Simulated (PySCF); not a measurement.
Species: `C=CC1=C(OC)PCC1`. The columns A, B, C and D hold Mulliken, IAO, Hirshfeld and ESP-fitted charges (e) of one PBE0/pcSseg-1 density (PySCF), in a shuffled order. Coordinates in Å (PBE0-D3(BJ)/def2-SVP); the density's dipole moment is (-0.03, -0.31, -0.96) D.

| atom | x | y | z | A | B | C | D |
| --- | --- | --- | --- | --- | --- | --- | --- |
| C1 | -0.310 | 1.018 | 2.644 | -0.111 | -0.356 | -0.330 | -0.163 |
| C2 | 0.212 | 0.128 | 1.783 | -0.055 | -0.267 | -0.137 | -0.097 |
| C3 | -0.226 | -0.084 | 0.418 | -0.037 | +0.085 | -0.059 | -0.314 |
| C4 | 0.419 | -0.924 | -0.435 | +0.018 | +0.317 | 0.000 | -0.006 |
| O5 | 1.531 | -1.587 | -0.073 | -0.101 | -0.297 | -0.315 | -0.462 |
| C6 | 1.984 | -2.635 | -0.889 | -0.034 | -0.169 | -0.199 | -0.043 |
| P7 | -0.348 | -1.037 | -2.120 | +0.102 | -0.327 | +0.298 | +0.298 |
| C8 | -1.813 | -0.109 | -1.448 | -0.107 | +0.031 | -0.419 | -0.454 |
| C9 | -1.366 | 0.669 | -0.209 | -0.070 | -0.423 | -0.255 | -0.105 |
| H10 | -1.138 | 1.677 | 2.369 | +0.038 | +0.163 | +0.137 | +0.116 |
| H11 | 0.084 | 1.117 | 3.658 | +0.043 | +0.162 | +0.149 | +0.120 |
| H12 | 1.048 | -0.501 | 2.105 | +0.039 | +0.173 | +0.154 | +0.095 |
| H13 | 2.908 | -3.014 | -0.433 | +0.056 | +0.134 | +0.162 | +0.132 |
| H14 | 2.210 | -2.289 | -1.913 | +0.039 | +0.117 | +0.133 | +0.116 |
| H15 | 1.248 | -3.455 | -0.950 | +0.040 | +0.104 | +0.138 | +0.119 |
| H16 | 0.356 | 0.077 | -2.696 | -0.021 | +0.113 | -0.032 | +0.064 |
| H17 | -2.553 | -0.878 | -1.171 | +0.039 | +0.079 | +0.150 | +0.162 |
| H18 | -2.271 | 0.520 | -2.225 | +0.044 | +0.080 | +0.149 | +0.146 |
| H19 | -2.203 | 0.803 | 0.495 | +0.041 | +0.153 | +0.140 | +0.137 |
| H20 | -1.029 | 1.686 | -0.488 | +0.036 | +0.131 | +0.137 | +0.139 |

Question: Which column most likely holds the ESP-fitted charges?

Answer: B. Σ q r misses the density's dipole by 0.08 D (B), 1.05 D (A), 2.56 D (C), 3.01 D (D). Charges fitted to the outside potential are the only set here that is tied to the molecule's multipoles.

Question: And the Hirshfeld charges?

Answer: A. The mean sizes are 0.054 e (A), 0.164 e (D), 0.175 e (C), 0.184 e (B), and Hirshfeld charges are commonly the smallest of these schemes.

As computed, A = Hirshfeld, B = ESP-fitted, C = IAO, D = Mulliken. Hydrogens on carbon: Hirshfeld +0.04 to +0.06, ESP-fitted +0.08 to +0.17, IAO +0.13 to +0.16, Mulliken +0.09 to +0.16 e.

The Mulliken scheme gives each basis function's population to the atom it is centred on and halves the overlap population of two atoms between them. The IAO scheme projects the occupied orbitals on a minimal set of polarised atomic orbitals and counts the electrons in each atom's part of it.

One conformer (not necessarily the lowest) at the PBE0-D3(BJ)/def2-SVP geometry, without solvent, vibrations or thermal averaging.
